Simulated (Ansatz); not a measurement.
Consider the atomization: `O[Si@@H](F)[C@@H]1CO1` → 2 C• + F• + 5 H• + 2 O• + Si•.

Calculated with Ansatz (gas phase, PBE0-D4/def2-TZVP geometries, no zero-point term in ΔE). CCSD(T)/CBS adds triple-zeta CCSD(T) − MP2 to the extrapolated MP2 energy (def2 sets, frozen cores). This one scheme is used for every species, atoms too. Functionals use def2-TZVPP. B3LYP here is the variant with VWN-RPA as its local correlation; programs differ in this. Open shells (•) are unrestricted, without spin–orbit coupling. Spin–orbit coupling would lower the free atoms: a little for C, F, O, Si. One conformer a species, not always the lowest.

(1) What is ΔE at CCSD(T)/CBS? (An estimate is asked.)

(2) What do these levels give: PBE-D4, PBE, B3LYP, SCS-MP2/def2-TZVPP, CCSD(T)/def2-TZVPP, CCSD/CBS(def2)? (Estimate.)

Largest T1 diagnostic among the species: 0.012.

## Answers

(1) Ansatz gave: +4459.5 kJ/mol.

(2) Computed: PBE-D4 4552.8, PBE 4530.2, B3LYP 4387.1, SCS-MP2/def2-TZVPP 4407.5, CCSD(T)/def2-TZVPP 4329.2, CCSD/CBS(def2) 4382.6 kJ/mol.

The D4 term adds +36.3 kJ/mol with B3LYP and +18.9 kJ/mol with PBE0; it sums over pairs of atoms, weighted by their polarisabilities, and B3LYP, whose exchange is more repulsive, gets the larger term. From PBE to PBE0 (25 % exact exchange), in def2-TZVPP and without D4, ΔE moves by −110.2 kJ/mol: exact exchange takes away binding that semilocal exchange gives to molecules. In def2-TZVPP, CCSD(T) changes the Hartree–Fock value by +1183.0 kJ/mol (the triples alone add +76.9 kJ/mol) and MP2 by +1316.1 kJ/mol; breaking electron pairs costs correlation energy, which Hartree–Fock lacks.

For atomizations the MP2-based limit and the directly extrapolated one differ by several kJ/mol either way, and by 10 to 25 for some Ge, Se and Sn compounds, so smaller differences from it don't rank the levels.
